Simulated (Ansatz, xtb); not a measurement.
**C2H8S2Si: which of two isomers lies lower**

Structure I: `C[Si@@H](S)CS`, a singlet. Structure II: `C[SiH2]C(S)S`, a singlet. Both are isolated molecules in the gas phase, relaxed with B3LYP-D3(BJ)/def2-SVP; each stands in its lowest conformer found.

I (Å):

```csv
atom,x (Å),y (Å),z (Å)
C,-0.6719,-0.7577,0.1185
C,1.1035,1.2809,-1.3951
S,-0.6499,-0.9865,-3.1194
S,2.0993,1.7005,0.0963
Si,0.4843,-0.5060,-1.3328
H,-0.9579,-1.8151,0.2253
H,-1.5892,-0.1612,-0.0102
H,-0.1730,-0.4284,1.0431
H,1.6845,-1.3896,-1.2371
H,0.3941,-0.8392,-3.9682
H,0.2394,1.9638,-1.3717
H,1.6664,1.5078,-2.3142
H,3.0308,0.7300,-0.0568
```

II (Å):

```csv
atom,x (Å),y (Å),z (Å)
C,-0.8430,1.4393,-0.4338
C,1.1738,-0.9190,-0.8564
S,1.8280,-2.1269,-2.0801
S,2.4345,0.1457,-0.0605
Si,-0.1949,0.1558,-1.6477
H,-0.0393,2.1218,-0.1164
H,-1.2510,0.9530,0.4668
H,-1.6456,2.0400,-0.8914
H,-1.2799,-0.7712,-2.0754
H,0.3963,0.8130,-2.8495
H,0.7014,-1.5557,-0.0912
H,2.3430,-1.2078,-2.9301
H,3.2464,-0.8525,0.3631
```

Question: Which of the two would you expect CCSD(T)/def2-SVP + ΔMP2/def2-TZVPP electronic energies to favour?

Answer: Structure I; the calculation gives E(II) − E(I) = +27.5 kcal/mol.

Level by level:

```json
{"level": "GFN2-xTB", "geometry": "GFN2-xTB", "E(II) − E(I) (kcal/mol)": "+19.2", "departure from the last row (kcal/mol)": "−8.4", "job, with rough time for the two": "optimisation, 0.57 s"}
{"level": "HF/STO-3G", "geometry": "GFN2-xTB", "E(II) − E(I) (kcal/mol)": "+20.5", "departure from the last row (kcal/mol)": "−7.1", "job, with rough time for the two": "single point, 1.1 s"}
{"level": "r2SCAN-D4/def2-SVP", "geometry": "GFN2-xTB", "E(II) − E(I) (kcal/mol)": "+27.4", "departure from the last row (kcal/mol)": "−0.2", "job, with rough time for the two": "single point, 9.9 s"}
{"level": "B3LYP-D3(BJ)/def2-SVP", "geometry": "B3LYP-D3(BJ)/def2-SVP", "E(II) − E(I) (kcal/mol)": "+26.0", "departure from the last row (kcal/mol)": "−1.5", "job, with rough time for the two": "optimisation, 2.2 min"}
{"level": "HF/def2-SVP", "geometry": "B3LYP-D3(BJ)/def2-SVP", "E(II) − E(I) (kcal/mol)": "+29.0", "departure from the last row (kcal/mol)": "+1.4", "job, with rough time for the two": "part of the CCSD(T) run"}
{"level": "MP2/def2-SVP", "geometry": "B3LYP-D3(BJ)/def2-SVP", "E(II) − E(I) (kcal/mol)": "+26.2", "departure from the last row (kcal/mol)": "−1.4", "job, with rough time for the two": "part of the CCSD(T) run"}
{"level": "CCSD(T)/def2-SVP", "geometry": "B3LYP-D3(BJ)/def2-SVP", "E(II) − E(I) (kcal/mol)": "+25.6", "departure from the last row (kcal/mol)": "−1.9", "job, with rough time for the two": "single point"}
{"level": "CCSD(T)/def2-SVP + ΔMP2/def2-TZVPP", "geometry": "B3LYP-D3(BJ)/def2-SVP", "E(II) − E(I) (kcal/mol)": "+27.5", "departure from the last row (kcal/mol)": "", "job, with rough time for the two": "single point, 1.7 min"}
```

As drawn, II has 1 C–S, 1 Si–H in place of 1 S–Si, 1 C–H.

None of the levels shown reverses the order. The largest departure from CCSD(T)/def2-SVP + ΔMP2/def2-TZVPP is that of GFN2-xTB, 8.4 kcal/mol. The last row adds to CCSD(T) the change of the MP2 difference between the two basis sets, here +1.9 kcal/mol.

With thermal terms from frequencies at re-optimised GFN2-xTB minima (ideal gas, soft modes damped towards free rotors, one conformer each, 298.15 K, 1 atm): on the last row, ΔE + ΔZPE = +25.9, ΔH = +25.7, ΔG = +26.5 kcal/mol.

The correlated steps freeze 17 core orbitals. Mirror images aren't counted in ΔG. Programs: Ansatz 0.2.0, xtb 6.7.1; the last row on 2 threads of AMD EPYC (Zen 3) on a shared host.
